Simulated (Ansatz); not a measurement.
Harmonic frequencies (cm⁻¹) at PBE0-D4/def2-TZVP from Ansatz: 120, 161, 208, 216, 219, 247, 290, 341, 578, 591, 638, 686, 709, 754, 3892.

Each molecule was computed in one conformer, which needn't be the lowest.

(1) Which molecule is it?
A. `[O]=[W]([OH])([OH])=[S]`
B. `[OH][W]([F])([F])([F])=[S]`
C. `[NH2][W](=[O])(=[O])[F]`
D. `[CH3][W](=[O])(=[O])[Cl]`

Results:

(1) B.
